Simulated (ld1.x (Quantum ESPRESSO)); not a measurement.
## u(r) = r·R(r): atom against pseudo-atom (osmium)

Columns: radius, all-electron u(r) and pseudo u(r) of the 5p shell (level -51.39 eV) of osmium in the configuration [Kr] 4d10 4f14 5s2 5p6 5d6 6s1.75 6p0.25; PW91, scalar-relativistic, PAW scheme, ld1.x (Quantum ESPRESSO) 7.5.

```
r (bohr)  all-electron   pseudo
   0.143       -0.3854  -0.0424
   0.285        0.3927  -0.1606
   0.428        0.4712  -0.3340
   0.570       -0.0989  -0.5290
   0.713       -0.6496  -0.7137
   0.855       -0.9684  -0.8557
   0.998       -1.0793  -0.9366
   1.140       -1.0522  -0.9485
   1.283       -0.9507  -0.8979
   1.425       -0.8204  -0.8024
   1.568       -0.6854  -0.6827
   1.710       -0.5612  -0.5616
   1.853       -0.4519  -0.4519
   1.995       -0.3604  -0.3604
   2.138       -0.2845  -0.2845
   2.280       -0.2236  -0.2236
   2.423       -0.1745  -0.1745
   2.565       -0.1359  -0.1359
   2.708       -0.1053  -0.1053
   2.850       -0.0815  -0.0815
   2.992       -0.0629  -0.0629
   3.135       -0.0484  -0.0484
   3.278       -0.0372  -0.0372
   3.420       -0.0286  -0.0286
   3.563       -0.0219  -0.0219
   3.705       -0.0168  -0.0168
```

**Question.** How many radial nodes do the two functions have?

**Answer.** The all-electron 5p function has n − l − 1 = 3 (the table is too coarse to show those close to the nucleus); the pseudo-wave has 0, since the states of the same l below it are removed with the core.

**Question.** At about which radius was the pseudo-wave matched?

**Answer.** 1.90 bohr. The columns agree to 0.0005 from 1.71 bohr on; several derivatives are matched, so the curves merge somewhat inside the radius.

**Question.** Is the pseudo-wave norm-conserving?

**Answer.** No, it belongs to a PAW set: the norm inside the radius is not constrained, and the difference is carried by the augmentation charge.
